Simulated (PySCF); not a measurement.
Ionisation energy of Si¹⁰⁺ by level of theory

Si¹⁰⁺ [He] 2s2 (1S) → Si¹¹⁺ [He] 2s1 (2S), as a difference of total energies. All numbers are calculated (PySCF 2.14, the non-relativistic Hamiltonian (point nucleus), in an even-tempered Gaussian basis (17 s from 1.3 bohr⁻², ratio 2.2; 9 p from 2.1 bohr⁻², ratio 2.4; 6 d from 6.4 bohr⁻², ratio 2.4; 5 f from 9.6 bohr⁻², ratio 2.4; 5 g from 14 bohr⁻², ratio 2.4)). Correlated levels: nothing frozen; virtual orbitals above 40 to 60 times the deepest correlated orbital energy dropped. The calculations carry no spin-orbit coupling.

Q: Order these methods by the ionisation energy they give, lowest first.
A. PBE
B. PBEsol
C. LDA
D. r2SCAN

A: D (470.90 eV), C (471.13 eV), B (471.46 eV), A (472.52 eV).

These non-relativistic numbers lack the scalar-relativistic shift.

For comparison: 476.27 eV (semi-empirical (NIST evaluation); NIST Atomic Spectra Database, ionization energies).
